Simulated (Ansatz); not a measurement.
Cartesian coordinates in Å:
```
C -1.123 1.202 -1.945
N -0.594 0.931 -0.628
C -1.189 1.724 0.417
Ti 0.709 -0.378 -0.492
C -0.322 -2.124 -0.885
Cl 2.288 -0.190 -2.059
O 1.265 -0.488 1.200
Si 1.933 -0.702 2.682
H -0.628 0.585 -2.700
H -0.967 2.251 -2.225
H -2.199 0.989 -1.988
H -1.036 2.795 0.234
H -0.749 1.476 1.384
H -2.271 1.547 0.476
H -1.091 -2.292 -0.126
H -0.799 -2.078 -1.870
H 0.385 -2.960 -0.874
H 3.388 -0.410 2.628
H 1.278 0.225 3.643
H 1.721 -2.102 3.127
```

Charge 0, multiplicity 1.

Task: List the r2SCAN/def2-TZVPP orbital energies in eV (Ansatz). (Best estimate.)

Result: Ansatz gave: Occupied: -4856.36, -2752.54, -1791.60, -538.21, -516.00, -448.37, -448.30, -448.27, -385.61, -274.10, -274.05, -272.13, -253.95, -192.41, -192.38, -192.37, -141.98, -96.88, -96.82, -96.82, -63.41, -39.71, -39.45, -39.19, -25.34, -23.78, -20.16, -18.90, -17.21, -16.02, -13.88, -12.24, -11.95, -11.93, -10.87, -10.30, -10.09, -10.02, -9.84, -9.82, -9.60, -8.79, -8.57, -8.09, -8.03, -7.83, -7.72, -6.64, -6.04. Lowest empty: -2.68, -2.18, -1.88, -1.30, -0.92, -0.36, 0.66, 1.22.
